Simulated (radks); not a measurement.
Results of a calculation; reference values are marked as such.
Q: Radial electron density D(r) = 4 pi r^2 rho(r) of an atom or ion with 61 electrons. Level of theory: scalar-relativistic Kohn-Sham, PBE, spin-polarised, spherical densities, finite nucleus; Fermi nuclear charge, rms radius of each element as measured or else 0.836 A^(1/3) + 0.57 fm (a radial shooting solver on a logarithmic mesh with Libxc functionals).

```
   r/bohr * D(r) (the largest magnitude, 112, reaches the edge; | marks zero)
 0.003361 |            *
 0.004483 |                 *
 0.006027 |                        *
 0.008039 |                                *
  0.01072 |                                      *
  0.01441 |                                         *
  0.01923 |                                        *
  0.02585 |                                    *
  0.03448 |                                     *
  0.04598 |                                             *
  0.06182 |                                                      *
  0.08245 |                                                   *
     0.11 |                                          *
   0.1479 |                                           *
   0.1972 |                                                *
   0.2651 |                                 *
   0.3536 |                    *
   0.4717 |                       *
   0.6341 |                    *
   0.8458 |          *
    1.137 |     *
    1.517 |   *
    2.023 | *
     2.72 *
    3.627 *
    4.838 *
```

What is the nuclear charge?

A: Z = 64. The innermost maximum, from 1s, lies near gamma/Z bohr with gamma = sqrt(1 - (Z/c)^2) = 0.884, here 0.0138 bohr (found: 0.0151), and its height grows with Z. The density is that of the gadolinium ion Gd3+ in [Kr] 4d10 4f8 5s2 5p5; the configuration itself is not fixed sharply by these data, and Z only to a few units. D(r) has 4 maxima, at r = 0.0151, 0.0675, 0.188, 0.519 bohr, and minima at 0.0291, 0.124, 0.371 bohr, inside which lie 1.95, 11.16, 29.33 electrons.
